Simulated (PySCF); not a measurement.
# Ions at one geometry of Pb(NH2)2

PySCF 2.14.0, RKS PBE0, Pb def2-SVP with ECP60, N def2-SVP, H def2-SVP; non-relativistic Hamiltonian with scalar-relativistic core potentials where named; density fitting; no spin-orbit coupling; singlets restricted, open shells unrestricted. The geometry is relaxed for charge 0, singlet, vacuum:

```xyz
7

Pb    0.0000    0.0000   -0.1240
N     1.5347    0.2267    1.3481
H     1.3764    0.2946    2.3490
H     2.4815    0.5100    1.1170
N    -1.5347   -0.2267    1.3481
H    -1.3764   -0.2946    2.3490
H    -2.4815   -0.5100    1.1170
```

Energies count from the relaxed state; an electron taken off or put on is at rest in vacuum. Charges and spins are Mulliken's.

| state | energy (eV) | spin squared | charge on Pb1 (e) | spin on Pb1 (e) | dipole about the centre of mass (D) |
| --- | --- | --- | --- | --- | --- |
| charge 0, singlet, vacuum | 0.00 | 0.00 | 0.58 | 0.00 | 0.23 |
| charge -1, doublet, vacuum | 0.81 | 0.75 | -0.13 | 0.86 | 0.59 |

Task: What does the state charge +1, doublet, vacuum give?

Result: energy (eV) 7.89, spin squared 0.81, charge on Pb1 (e) 0.89, spin on Pb1 (e) -0.22, dipole about the centre of mass (D) 3.69.

With an electron taken off (doublet) the charges change, summed by element, by Pb +0.31 e, N +0.39 e, H +0.30 e. The vertical ionisation energy is 7.89 eV, against −ε(HOMO) = 5.94 eV of the relaxed state. The level lies 1.9 eV too high, as is usual for semilocal functionals and global hybrids, which keep a self-interaction error.

With an electron put on (doublet) the charges change, summed by element, by Pb -0.71 e, N -0.04 e, H -0.25 e. The vertical electron affinity is -0.81 eV, against −ε(LUMO) = 1.03 eV of the relaxed state. The basis has no diffuse functions, which an added electron needs. The added electron's level lies above zero.

Open shells may have lower solutions than those found.
